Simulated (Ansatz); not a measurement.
## Reading a saddle point

A first-order saddle point of SiH₃ClF₂, singlet, PBE0-D4/def2-TZVP, with one imaginary mode of 820i cm⁻¹:

| atom | x (Å) | y (Å) | z (Å) |
| --- | --- | --- | --- |
| Si1 | -0.4047 | 0.2374 | 0.1234 |
| Cl2 | 1.9420 | 0.4991 | -0.4046 |
| F3 | -0.7955 | 0.8758 | -1.2607 |
| F4 | -1.7494 | -0.5277 | 0.5289 |
| H5 | -0.1511 | 1.0562 | 1.3042 |
| H6 | 0.9744 | -0.8305 | -0.2314 |
| H7 | 0.1846 | -1.3102 | -0.0598 |

Program: Ansatz 0.2.0. Basis: def2-TZVPP and def2-QZVPP. Cores are frozen in the correlated methods. Extrapolation: Hartree–Fock as exp(−7.88 √X), correlation as X^−2.97.

(1) Which contacts change along the imaginary mode, and what lies on either side? (Judge from chemistry; the calculation decides.)

(2) Which side is lower, and how far does the saddle lie above each? (Judge from chemistry; the value comes from the calculation.)

The T1 diagnostic stays at or below 0.013.

## Answers

(1) By the calculation: The step is SiHClF₂ ([F][SiH]([F])[Cl]) + H₂ → SiH₂F₂ ([F][SiH2][F]) + HCl, with the molecules in contact on both sides. Shortening one way: Si1–H7, Cl2–H6; lengthening the same way: Si1–Cl2, H6–H7.
| pair | one side (Å) | saddle (Å) | other side (Å) |
| --- | --- | --- | --- |
| Si1–H7 | 3.72 | 1.67 | 1.47 |
| Cl2–H6 | 4.05 | 1.65 | 1.28 |
| Si1–Cl2 | 2.02 | 2.42 | 3.64 |
| H6–H7 | 0.75 | 0.94 | 3.44 |

(2) By the calculation: The side with Si1–Cl2, H6–H7 short is lower by 18.47 kcal/mol; the saddle lies 56.55 kcal/mol above it and 38.08 kcal/mol above the other (CCSD(T) at an estimated basis limit (MP2 extrapolated from triple and quadruple zeta, plus CCSD(T) − MP2 in triple zeta); electronic energies).

Labels in which every atom is bracketed show which atoms are joined, not bond orders.

For scale, one of the runs: CCSD(T)/def2-TZVPP, 188 basis functions, launched by `ansatz run in.yaml --threads 4 --pin off --events-out ev --progress --plain --max-ram 9574MiB`. Time: 38 s of wall clock on 4 CPU threads of an Arm Neoverse V2; the host was shared. Peak host memory: 2 GiB.
